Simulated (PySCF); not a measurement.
H₁₀NSi₃, SMILES [NH+]([SiH3])([SiH3])[SiH3], charge +1. Atoms are numbered in the order given.

```xyz
14

Si    -0.0943     1.7930    -0.0738
N      0.0000     0.0000     0.4731
Si     1.5999    -0.8148    -0.0738
Si    -1.5056    -0.9781    -0.0738
H      1.2905     2.3064     0.0632
H     -0.5567     1.6960    -1.4795
H     -1.0724     2.4215     0.8442
H      0.0000     0.0000     1.5029
H      2.6333    -0.2820     0.8442
H      1.7471    -0.3659    -1.4795
H      1.3521    -2.2708     0.0632
H     -1.5609    -2.1394     0.8442
H     -2.6426    -0.0356     0.0632
H     -1.1905    -1.3301    -1.4795
```
Charge +1, spin multiplicity 1.

Coordinates come from a PBE0-D3(BJ)/def2-SVP optimisation. The isomer is the one that the SMILES or the coordinates give; other isomers of the formula were not compared.

Two levels are set side by side: PBE/pcSseg-1 (PySCF) and PBE0/pcSseg-1 (PySCF). GIAO shifts against NH3 (¹⁵N), TMS (²⁹Si), TMS (¹H) at the same level; non-relativistic, no solvent, atoms listed together averaged. Differences are taken from unrounded values.

```tsv
quantity	PBE0
δ(²⁹Si) of Si1, Si3, Si4 (ppm)	-17.3
δ(¹⁵N) of N2 (ppm)	8.0
δ(¹H) of H8 (ppm)	1.36
```

Task: What does PBE give, and how far is it from PBE0? (An estimate is asked for; the answer gives what the named calculation found.)

Result: 
```
quantity                          PBE  PBE minus PBE0
------------------------------  -----  --------------
δ(²⁹Si) of Si1, Si3, Si4 (ppm)  -16.1             1.2
δ(¹⁵N) of N2 (ppm)               14.8             6.7
δ(¹H) of H8 (ppm)                1.46            0.09
```

Rough cost on one machine, each run with all the roots and properties that it gave: PBE0 against PBE within a factor of 2.
